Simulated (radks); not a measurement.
Question: Neutral copper: order these configurations by energy. Calculated with a radial shooting solver on a logarithmic mesh with Libxc functionals: scalar-relativistic Kohn-Sham, PBEsol, spin-polarised, spherical densities, finite nucleus; Fermi nuclear charge, rms radius of each element as measured or else 0.836 A^(1/3) + 0.57 fm. Open shells are filled with parallel spins first. [Ar] 3d10 4p1; [Ar] 3d10 4s1; [Ar] 3d9 4s1 4p1; [Ar] 3d9 4s2.

Answer: From the lowest, in eV above it: [Ar] 3d10 4s1 0.000; [Ar] 3d9 4s2 1.996; [Ar] 3d10 4p1 4.241; [Ar] 3d9 4s1 4p1 5.935.
